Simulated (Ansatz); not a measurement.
`FB[O][GeH3]` + H₂Se → `FB[SeH]` + `[OH][GeH3]` at 298.15 K and 1 bar (ligand exchange at a B–O bond).

Calculated with Ansatz (gas phase, PBE0-D4/def2-TZVP geometries, no zero-point term in ΔE). CCSD(T)/CBS adds triple-zeta CCSD(T) − MP2 to the extrapolated MP2 energy (def2 sets, frozen cores). For Ge, Se outer-core shells are correlated without core-valence functions, which leaves a few kJ/mol of doubt a bond. Scalar relativity is left out up to krypton. One conformer a species, not always the lowest.

| species | CCSD(T)/CBS energy (Eh) | H − E (kJ/mol) | S (J/(mol·K)) |
| --- | --- | --- | --- |
| `FB[O][GeH3]` | -2278.39547 | 133.0 | 329.4 |
| H₂Se | -2401.89790 | 45.8 | 219.1 |
| `FB[SeH]` | -2526.56401 | 75.0 | 281.6 |
| `[OH][GeH3]` | -2153.69723 | 109.3 | 272.0 |

H − E and S are ideal-gas, rigid-rotor, harmonic terms from PBE0-D4/def2-TZVP, for one conformer and one mirror image of each species. 1 Eh = 2625.50 kJ/mol, R = 8.31446 J/(mol·K).

By hand: ΔE, ΔH, ΔS and ΔG.

ΔE = (-2526.56401) + (-2153.69723) − (-2278.39547) − (-2401.89790) = 0.03213 Eh = 84.4 kJ/mol. Δ(H − E) = 75.0 + 109.3 − 133.0 − 45.8 = 5.5, so ΔH = 89.9 kJ/mol. ΔS = 281.6 + 272.0 − 329.4 − 219.1 = 5.1 J/(mol·K). ΔG = 89.9 − 298.15 × (5.1)/1000 = 88.4 kJ/mol.

By hand: the equilibrium constant, and the temperature at which ΔG would vanish if ΔH and ΔS stayed fixed.

log₁₀ K = −ΔG/(RT ln 10) = -15.5. ΔG = 0 at ΔH/ΔS = 17627 K, far beyond where these terms or the molecules hold.

The number of gas molecules stays the same, so ΔS is small and ΔH decides. A doubt of 5 kJ/mol in ΔE shifts log₁₀ K by 0.9 here. Other conformers and mirror images would add mixing entropy, several J/(mol·K) or more a flexible species. These are equilibria of isolated gas molecules and say nothing of rates. Largest T1 diagnostic: 0.013 (customary marks: 0.02 for closed shells, 0.045 for open ones).
